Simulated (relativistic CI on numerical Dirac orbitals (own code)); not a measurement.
## Ta³⁶⁺: sensitivity of the levels to the model

Base calculation: Dirac-Coulomb-Breit CI, separate exchange-only KLI orbitals for each configuration, QED by a radiative potential, unscaled Slater integrals.

Configuration list (outside the closed core [Ar] 3d10): 4s2 4p6 4d, 4s2 4p6 4f, 4s2 4p5 4d2, 4s 4p6 4d2, 4s2 4p5 4d 4f, 4s 4p6 4d 4f, 4s2 4p6 5s, 4s2 4p6 5p, 4s2 4p6 5d, 4s2 4p5 4d 5s, 4p6 4d2 4f, 4s2 4p6 5f, 4s2 4p5 4d 5p, 4s 4p6 4f 5s, 4s2 4p6 5g, 4s 4p6 4d 5s, 4s2 4p5 4d 5d, 4p6 4d3, 4p5 4d4, 4p5 4d3 4f, 4p6 4d 4f2, 4p6 4f3, 4p5 4d2 4f2, 4p5 4d 4f3, 4p6 4f2 5s, 4s 4p6 4f2, 4s 4p5 4f3, 4s 4p6 4f 5p, 4s 4p5 4f2 5p, 4p6 4f2 5p. Double excitations out of closed p, d and f shells are left out; levels of such configurations are missing from the list, as are those of other unlisted configurations, and high levels can miss mixing partners. These lack a partner that the ground configuration has and come out too high: 4s2 4p5 4d 5s, 4s2 4p5 4d 5p, 4s2 4p5 4d 5d, 4s2 4p6 5d, 4s2 4p6 5f.

The lowest level and the first level of each name with at least 55 % of one term (blank where a level has no safe partner in the second run):

| Level | Base (cm⁻¹) | Shift (cm⁻¹) |
| --- | --- | --- |
| 4s2 4p6 4d 2D_3/2 | 0 | 0 |
| 4s2 4p6 4d 2D_5/2 | 142735 | +3 |
| 4s2 4p5 4d2 4D°_1/2 | 1199661 | +1453 |
| 4s2 4p5 4d2 4G°_9/2 | 1345681 | +1472 |
| 4s2 4p5 4d2 2P°_1/2 | 1551667 | +1454 |
| 4s2 4p5 4d2 2P°_3/2 | 1641107 | +1458 |
| 4s2 4p6 4f 2F°_7/2 | 1744201 | +10700 |
| 4s 4p6 4d2 4F_3/2 | 2667456 | +7349 |
| 4s2 4p5 4d 4f 4G_5/2 | 2763736 | +17125 |
| 4s2 4p5 4d 4f 4D_1/2 | 2840963 | +16749 |

At this charge energies of transitions that change n are usually good to better than 1 %, and those within a shell (Δn = 0) to a few per cent.

One thing was changed in a second run, which moved the levels as shown. Which?
A. non-relativistic limit
B. configuration mixing switched off
C. P86 correlation estimate
D. Breit term removed
E. QED terms removed

C. P86 correlation estimate. A correlation estimate moves all levels of a configuration together before mixing; mixed levels move by a weighted share.

LS names give the leading component of a level, which can be under half, so a name can repeat, a term be missing and a line seem to break the LS rules.
